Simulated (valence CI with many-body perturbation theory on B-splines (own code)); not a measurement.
Values are calculated unless marked as measured or tabulated.
## A CI+MBPT run for Sr33+

Method: configuration interaction combined with many-body perturbation theory (CI+MBPT): three valence electrons over a frozen Dirac-Fock core [He], a basis of 6 s, 6 p, 5 d, 3 f, 1 g functions for each j, with the one-electron correlation potential Σ1 (screened to all orders), the two-electron term Σ2, the three-electron term Σ3, Breit, model QED; selected single and double excitations, second order for the rest, scaled by the run's own slope (own B-spline code, finite nucleus).

Command, and the settings that its task file holds:

```sh
python run_cv.py task.json out
```

```
atom Sr  Z=38  mass_number=88  rms_radius_fm=4.2240
core [He]
valence 2s2 2p1
avg = 1
basis = S
breit = 1
cap = 1500
capref = 1200
cscale = 1
de = 7.2
dress = 0
eps = 2e-08
extrap = 1
h = 0.27
hh = 1
l2 = 3
lcore = 6
maxit = 60
n2 = 5
natural = 1
nlev = 20
nno = [3, 3, 3, 2, 1]
nroot = 26
nsp = [3, 3, 2, 1, 0]
pt2 = 1
qed = 1
rpa = 1
s1 = 1
s2 = 1
s3 = 1
screen = 1
tol = 2e-05
whole = 1
```

It took 2.2 s on 1 thread of AMD EPYC 9R45 96-Core Processor (Zen 5) (shared host).

Log. The first blocks belong to the next ion, which gives the ionisation energy. Fields: 2J, parity (1 odd), roots, reference size, generating configurations, candidates as configurations/state functions, variational space P, stored matrix elements, Davidson steps; e2 is the range of second-order energies in hartree. The first line gives the box (bohr), its intervals, the orbitals and the steps of their self-consistent field. Window is the range of levels sought, series limit the energy at which the first omitted orbital would enter, core excitation an estimate of the first excitation out of the core, left out the lowest levels not solved, and shifts from estimates the range by which levels moved from their first estimate, all in cm⁻¹.

```
rmax 1.7 intervals 56 orbitals 36 references ['2s2 2p', '2s 2p2', '2p3'] scf 2 t 0.2
2J=0 par=0 roots 2 ref 15 generators 3 cand 92/92 P 107/107 nnz 0 it 0
   second order: generators 5 cand 0/0 e2 -0.00000 -0.00000
2J=0 par=1 roots 2 ref 11 generators 4 cand 73/73 P 84/84 nnz 0 it 0
   second order: generators 7 cand 0/0 e2 -0.00000 -0.00000
reference levels 291, estimated 261, window 19822059 1/cm; series limit 25830934, core excitation 116406453
2J=1 par=1 roots 8 ref 32 generators 13 cand 191/265 P 217/297 nnz 0 it 0
2J=1 par=1 roots 8 ref 32 generators 13 cand 836/1201 P 1053/1498 nnz 0 it 8
   second order: generators 22 cand 1135/1712 e2 -0.00097 -0.00004
2J=3 par=1 roots 12 ref 47 generators 16 cand 133/239 P 165/286 nnz 0 it 0
2J=3 par=1 roots 12 ref 47 generators 16 cand 654/1207 P 819/1493 nnz 0 it 10
   second order: generators 28 cand 1969/4160 e2 -0.00276 -0.00052
2J=1 par=0 roots 9 ref 34 generators 13 cand 194/265 P 222/299 nnz 0 it 0
2J=1 par=0 roots 9 ref 34 generators 14 cand 805/1196 P 1027/1495 nnz 0 it 7
   second order: generators 25 cand 1242/1800 e2 -0.00008 -0.00000
2J=3 par=0 roots 10 ref 45 generators 13 cand 143/255 P 172/300 nnz 0 it 0
2J=3 par=0 roots 10 ref 45 generators 14 cand 607/1198 P 779/1498 nnz 0 it 9
   second order: generators 20 cand 1584/3404 e2 -0.00262 -0.00034
2J=5 par=0 roots 6 ref 39 generators 12 cand 169/260 P 197/299 nnz 0 it 0
2J=5 par=0 roots 6 ref 39 generators 13 cand 574/1187 P 771/1486 nnz 0 it 6
   second order: generators 19 cand 1618/3948 e2 -0.00150 -0.00035
2J=5 par=1 roots 6 ref 36 generators 10 cand 141/260 P 166/296 nnz 0 it 0
2J=5 par=1 roots 6 ref 36 generators 10 cand 583/1204 P 749/1500 nnz 0 it 6
   second order: generators 15 cand 1627/3925 e2 -0.00142 -0.00075
2J=7 par=1 roots 2 ref 21 generators 5 cand 175/278 P 191/299 nnz 0 it 0
2J=7 par=1 roots 2 ref 21 generators 5 cand 529/1188 P 720/1487 nnz 0 it 5
   second order: generators 6 cand 859/1932 e2 -0.00016 -0.00014
2J=7 par=0 roots 2 ref 19 generators 4 cand 167/275 P 181/294 nnz 0 it 0
2J=7 par=0 roots 2 ref 19 generators 5 cand 577/1283 P 758/1577 nnz 0 it 5
   second order: generators 6 cand 925/2341 e2 -0.00032 -0.00017
2J=9 par=1 roots 1 ref 7 generators 1 cand 219/341 P 225/348 nnz 0 it 0
2J=9 par=1 roots 1 ref 7 generators 1 cand 474/1059 P 699/1407 nnz 0 it 5
   second order: generators 3 cand 609/1502 e2 -0.00000 -0.00000
left out: unestimated 28764890, estimated 20981724, shifts from estimates -161 to 246
operators 0.1
```

The Davidson iterations converged.

No measured spectrum was set against this ion. As an estimate, large intervals hold to a few tenths of a per cent, small ones and those within an open d or f shell to about a per cent. Among the levels kept, up to 610 cm⁻¹ of a level comes from second order outside the variational space, and about a tenth of that is noise between levels of different J, which matters for small intervals.

```yaml
Valence_energy: -489.2633 hartree
Ionisation_energy: "4233.8 eV (NIST: 4232 ± 3 eV (semi-empirical))"
Reference_configurations_for_the_orbitals: 2s2 2p, 2s 2p2, 2p3
Radial_orbitals: 36
Box_radius: 1.717 bohr
Largest_variational_space: 1577
Lowest_levels: (2s^2 2p1/2) J=1/2 0.00, (2s^2 2p3/2) J=3/2 623.30, (2s 2p1/2^2) J=1/2 762.55, (2s 2p1/2 2p3/2) J=3/2 [a] 1183.4, (2s 2p1/2 2p3/2) J=5/2 1340.5, (2s 2p1/2 2p3/2) J=3/2 [b] 1627.4, (2s 2p1/2 2p3/2) J=1/2 1690.7, (2s 2p3/2^2) J=5/2 1967.3, (2s 2p3/2^2) J=1/2 2353.5, (2s 2p3/2^2) J=3/2 2363.8, (2p1/2^2 2p3/2) J=3/2 2515.1, (2p1/2 2p3/2^2) J=3/2 3003.4, (2p1/2 2p3/2^2) J=5/2 3111.4, (2p1/2 2p3/2^2) J=1/2 3323.5 × 10³ cm⁻¹
```

Levels are named by their leading jj configuration (3d3/2^4 stands for four electrons in 3d with j = 3/2), which in mixed levels can hold well under half, so a name can repeat and another be missing. Letters in brackets count levels of one name in rising energy.
